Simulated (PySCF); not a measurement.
C4H4N, SMILES C1C=C[N]C=1 (connectivity only; charge and spin as stated), charge -1, multiplicity 1. Atoms are numbered in the order given.

```xyz
9

C      0.0000    -0.7112    -0.9531
C      0.0000    -1.0836     0.4045
N      0.0000     0.0000     1.2284
C      0.0000     1.0836     0.4045
C      0.0000     0.7112    -0.9531
H      0.0000    -1.3757    -1.8203
H      0.0000    -2.0989     0.8128
H      0.0000     2.0989     0.8128
H      0.0000     1.3757    -1.8203
```
Charge -1, spin multiplicity 1.

Geometry optimised at B3LYP-D3(BJ)/def2-SVPD. The spin state was assumed, not searched. The isomer is the one that the SMILES or the coordinates give; other isomers of the formula were not compared.

Method: PySCF with B3LYP-D3(BJ)/def2-SVPD.

Frequencies are harmonic and unscaled.

Computed harmonic wavenumbers and intensities:
```tsv
mode	ν (cm⁻¹)	IR (km/mol)	moving atoms (share of kinetic energy)
1	629	0.0	C 78 %, H 22 %
2	651	126.9	H 83 %, C 17 %
3	683	0.0	N 41 %, C 41 %, H 18 %
4	691	0.0	H 78 %, C 22 %
5	765	20.5	H 78 %, C 21 %
6	792	0.0	H 76 %, C 24 %
7	879	6.7	C 40 %, N 35 %, H 25 %
8	894	0.0	C 86 %, H 11 %
9	1006	30.0	H 70 %, N 16 %, C 15 %
10	1020	7.7	H 73 %, C 26 %
11	1098	14.4	H 66 %, C 33 %
12	1191	1.1	C 75 %, N 16 %, H 9 %
13	1232	0.4	H 66 %, N 26 %, C 9 %
14	1313	2.6	C 51 %, N 30 %, H 20 %
15	1396	0.4	C 87 %, H 11 %
16	1454	7.8	C 78 %, H 22 %
17	1468	31.4	C 59 %, H 30 %, N 10 %
18	3118	60.3	H 92 %
19	3124	39.9	H 92 %, C 8 %
20	3149	123.3	H 92 %, C 8 %
21	3170	47.8	H 90 %, C 10 %
```
